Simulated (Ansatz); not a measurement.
Ansatz results at the PBE0-D4/def2-TZVP geometry: HOMO energy (B3LYP/def2-TZVPP) -6.17 eV; HOMO energy (PBE/def2-TZVPP) -5.36 eV; HOMO–LUMO gap (PBE/def2-TZVPP) 3.68 eV.

Each molecule was computed in one conformer, which needn't be the lowest.

Which molecule gave them?
A. `C[SiH2][Al]([F])[SiH3]`
B. `[BH2][GeH2][CH2][SiH3]`
C. `C=C1SB1N`
D. `[BH2][InH][F]`

C. The others give `[BH2][InH][F]`: -7.68, -6.64, 2.81; `[BH2][GeH2][CH2][SiH3]`: -7.95, -6.97, 3.59; `C[SiH2][Al]([F])[SiH3]`: -6.89, -6.05, 3.32.

B3LYP here is the variant with VWN-RPA as its local correlation; programs differ in this.
